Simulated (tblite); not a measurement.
Species: C8H7N3Si.
Atom-mapped SMILES: `[CH:1]#[C:2][c:3]1[cH:4][cH:5][c:6]2[nH:7][n:8][n:9][c:10]2[c:11]1[SiH3:12]` (hydrogens: H13 on C1; H14 on C4; H15 on C5; H16 on N7; H17, H18, H19 on Si12)

Method: GFN2-xTB as coded in tblite; computed harmonic values from a numerical Hessian at the method's own geometry, unscaled. Errors from tens to a few hundred cm⁻¹ against measured bands are possible. Modes of hydrogen on silicon can be 10 to 20 % off.

Harmonic wavenumbers (cm⁻¹): 68.3, 77.0, 107.4, 126.4, 152.7, 219.5, 244.7, 333.9, 400.7, 410.7, 424.3, 430.9, 502.7, 544.2, 553.2, 576.1, 599.2, 623.2, 653.3, 670.4, 683.0, 733.1, 752.2, 768.4, 771.3, 785.3, 819.7, 903.8, 917.8, 984.4, 1006.8, 1042.9, 1156.6, 1197.1, 1220.2, 1262.2, 1290.6, 1341.2, 1358.6, 1432.7, 1477.2, 1566.8, 1595.8, 2240.3, 2243.7, 2252.9, 2329.3, 3079.8, 3092.1, 3394.5, 3463.6.

A = 1470, B = 702.8, C = 478.1 MHz; mass 173.041 u (most abundant isotopes); point group Cs, symmetry number 1.

**Question.** Zero-point energy?

**Answer.** Half the sum of the wavenumbers: 27441 cm⁻¹ = 78.46 kcal/mol.

**Question.** What is S at 298.15 K and 1 bar for an ideal gas of classical rigid rotors and harmonic oscillators?

**Answer.** Translation 41.38, rotation 30.85, vibration 32.06: S = 104.3 cal/(mol K).

**Question.** And Cp and H(298.15 K) − H(0)?

**Answer.** Cp = 45.65 cal/(mol K), of which vibrations give 37.71 (their classical limit is 51 R = 101.3); H(298.15 K) − H(0) = 7.71 kcal/mol without the zero-point energy, 5.34 from vibrations.

**Question.** Blend soft modes into free rotors: weight 1/[1 + (100 cm⁻¹/ν̃)⁴] for the oscillator and the rest for a rotor with moment μB/(μ + B), μ = h/(8π²ν), B = 10⁻⁴⁴ kg m². What vibrational entropy results?

**Answer.** 30.30 cal/(mol K) in place of 32.06, which changes −T·S at 298.15 K by +0.53 kcal/mol.

**Question.** Which modes carry the vibrational entropy at 298.15 K?

**Answer.** 68.3 cm⁻¹: 4.20; 77.0 cm⁻¹: 3.97; 107.4 cm⁻¹: 3.32; 126.4 cm⁻¹: 3.00; 152.7 cm⁻¹: 2.64; 219.5 cm⁻¹: 1.96 cal/(mol K); the other 45 give 12.98 together.

**Question.** How do the functions run with temperature in this model?

**Answer.** 
```tsv
T (K)	S (cal/(mol K))	Cp (cal/(mol K))	H − H(0) (kcal/mol)	G − H(0) (kcal/mol)	ln q(vib)
150	80.5	25.5	2.41	-9.67	2.82
250	96.8	39.4	5.66	-18.54	5.68
400	119.4	57.0	12.96	-34.78	10.24
600	145.6	72.5	26.03	-61.36	16.31
900	177.8	85.8	49.97	-110.06	24.77
```

q(vib) and H(0) count from the zero-point level.

**Question.** What must be added to the electronic energy to get the Gibbs energy at 298.15 K and 1 bar?

**Answer.** ZPE + [H(298.15 K) − H(0)] − T·S = 78.46 + 7.71 − 31.10 = 55.07 kcal/mol.

Hindered rotation and anharmonicity are outside this model.

Hardware: an Arm Neoverse N1 with one thread, no GPU, shared host with 64 logical CPUs at a one-minute load of 53. Cost: 1.7 s. This covers the Hessian and the dipole derivatives.
